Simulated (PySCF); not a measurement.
Computed vibrations of EuH3(H2O)

EuH3(H2O) (singlet in the valence; each metal's 4f electrons, 6 of them, lie in its core potential, out of spins and levels). PySCF 2.14.0, RKS PBE0, Eu lcecp-1-SVP with ECP52, H def2-SVP, O def2-SVP; non-relativistic Hamiltonian with scalar-relativistic core potentials where named; density fitting; no spin-orbit coupling. Central differences of gradients.

```xyz
7

Eu    0.1343   -0.1508    0.1508
H     1.0083    1.5348    0.9682
H    -0.9696   -1.3792    1.3792
H     1.0083   -0.9682   -1.5348
O    -1.2041    1.2800   -1.2800
H    -1.1544    2.2365   -1.1379
H    -1.1544    1.1379   -2.2365
```

Run from Python with OMP_NUM_THREADS=2. Where DIIS fails, smearing, a level shift and second-order steps follow.
It took 49 s on 2 threads of Arm Neoverse V1 (shared host).

Q: What are the harmonic wavenumbers and infrared intensities?

A: Modes are labelled in Cs; negative numbers are unstable modes, those under 60 cm⁻¹ near the noise; a finer grid moves soft modes by up to 10 cm⁻¹.
```tsv
cm⁻¹	km/mol	symmetry
-114	–	a''
115	378.2	a'
211	8.4	a''
215	389.4	a'
323	277.6	a'
378	77.1	a'
494	71.2	a''
557	90.2	a''
566	143.2	a'
1359	1047.1	a''
1370	1048.9	a'
1432	64.2	a'
1610	98.6	a'
3812	118.7	a'
3906	176.0	a''
```

Q: Is this a minimum?

A: No: 1 unstable; the lowest moves the atoms so:
```
Eu   0.00  0.00  0.00
H   -0.40  0.33 -0.24
H    0.00  0.08  0.08
H    0.40 -0.24  0.33
O    0.00  0.02  0.02
H    0.38 -0.02  0.15
H   -0.38  0.15 -0.02
```

An lcecp potential fixes the number of 4f electrons, so in runs with it no electron can move into or out of that shell.
